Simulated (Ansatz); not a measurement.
Consider the ligand exchange at a B–O bond: `B[O][AlH][NH2]` + `N=CF` → `BN=CF` + `[NH2][AlH][OH]`.

Isolated molecules relaxed with PBE0-D4/def2-TZVP in Ansatz; ΔE leaves out vibrations. CBS: MP2 limit from def2 TZ/QZ plus the TZ coupled-cluster correction, frozen cores. This one scheme is used for every species. Functionals use def2-TZVPP. Each species was taken in one conformer, which may not be the lowest.

```json
{"level": "B2PLYP", "ΔE (kcal/mol)": "7.0"}
{"level": "PBE0", "ΔE (kcal/mol)": "5.3"}
{"level": "MP2/def2-TZVPP", "ΔE (kcal/mol)": "7.4"}
{"level": "HF/CBS(def2)", "ΔE (kcal/mol)": "12.8"}
```

Q: What does CCSD(T)/CBS give? (Best estimate.)

A: Computed: +7.7 kcal/mol. The listed levels differ from it by -0.7, -2.4, -0.3, 5.1 kcal/mol.

Largest T1 diagnostic among the species: 0.015.

From r2SCAN to r2SCAN0 (25 % exact exchange), in def2-TZVPP and without D4, ΔE moves by +1.3 kcal/mol. In def2-TZVPP, CCSD(T) changes the Hartree–Fock value by −4.4 kcal/mol (the triples alone add −0.7 kcal/mol) and MP2 by −5.2 kcal/mol.
